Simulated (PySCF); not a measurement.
r2SCAN on Sc (scandium, neutral), [Ar] 3d1 4s2, 2D determinant. All numbers are calculated (PySCF 2.14, scalar relativity by spin-free X2C-1e, in aug-cc-pVTZ-DK).

```
cycle= 1 E= -764.135871277747  delta_E= -0.0084  |g|= 0.0182  |ddm|= 1.72
cycle= 2 E= -764.138022490869  delta_E= -0.00215  |g|= 0.0147  |ddm|= 0.296
cycle= 3 E= -764.139675702445  delta_E= -0.00165  |g|= 0.0144  |ddm|= 0.239
cycle= 4 E= -764.140334563363  delta_E= -0.000659  |g|= 0.00804  |ddm|= 0.139
cycle= 5 E= -764.140752986915  delta_E= -0.000418  |g|= 0.00362  |ddm|= 0.257
cycle= 6 E= -764.140743622328  delta_E= 9.36e-06  |g|= 0.00417  |ddm|= 0.126
cycle= 7 E= -764.140796631869  delta_E= -5.3e-05  |g|= 0.000345  |ddm|= 0.0724
cycle= 8 E= -764.140796834961  delta_E= -2.03e-07  |g|= 0.000333  |ddm|= 0.00959
cycle= 9 E= -764.140797116722  delta_E= -2.82e-07  |g|= 5.99e-05  |ddm|= 0.004
cycle= 10 E= -764.140797135515  delta_E= -1.88e-08  |g|= 1.22e-05  |ddm|= 0.00116
cycle= 11 E= -764.140797135707  delta_E= -1.92e-10  |g|= 2.33e-06  |ddm|= 0.000158
converged SCF energy = -764.140797135707  <S^2> = 1.2021109  2S+1 = 2.4100713
```

Highest occupied orbital energy: -3.683 eV; ⟨L²⟩ = 7.59; populations by l: s 7.74, p 12.00, d 1.26, f 0.00.

Q: Can this result be used?

A: Not for this state. The run converged. ⟨L²⟩ = 7.59 against 6 for a pure D term, so this real determinant mixes terms. ⟨S²⟩ = 1.20 against 0.75 shows spin contamination. The s, p, d and f populations moved away from the nominal configuration during the SCF.
